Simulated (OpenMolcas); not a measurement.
# B I: the spin-orbit constant, worked from levels

* Program: OpenMolcas 26.06
* Basis: ANO-RCC-VTZP [4s3p2d1f]
* Scalar Hamiltonian: DKH2, point nucleus
* Active space: 3 electrons in 9 orbitals (RAS2 2s 2p; RAS3 3d, at most 2 electrons)
* State averaging: 2S+1 = 4 odd, 1 root (0 in the spin-orbit step); 2S+1 = 2 odd, 3 roots; 2S+1 = 4 even, 3 roots
* Spin-orbit coupling: state interaction with AMFI integrals over the reference wave functions, term energies averaged over their components

Methods: RASSCF; SS-RASPT2, IPEA 0.25 Eh, imaginary shift 0.1 Eh (closed shells correlated: 1s). Measured levels: NIST Handbook of Basic Atomic Spectroscopic Data.

**The spin-orbit constant.** For the Hund term ²P° of p1, E(J) = (A/2) J(J+1) + constant and ζ = 2S·A = A. From J = 1/2 to J = 3/2 the energy changes by 1.5 A.

```
   Source  E(3/2) - E(1/2)     A   ζ
   RASSCF             14.5   9.7  10
SS-RASPT2             14.5   9.7  10
 measured             15.3  10.2  10
```

All in cm-1. SS-RASPT2 is off by -5.2 % and RASSCF by -5.2 %. Both methods take the spin-orbit matrix elements from the reference wave functions, so the second can move ζ only through the term energies and any multistate remixing.

Active for correlation alone: 3d; no level in the range computed is led by a configuration that fills it, so any true level of that kind is missing. Without dynamic correlation excited terms often stand tens of per cent too high (terms of higher spin than the ground term too low), and those without a measured partner can miss by more than the paired ones (holds for RASSCF). Computed and measured levels are paired by configuration, term and J; levels that our copy of the source lacks, or whose pairing is in doubt (as where it misses far off the trend of its configuration), stay unpaired and out of the deviations. Levels of configurations outside the active space are missing.

° marks odd parity.
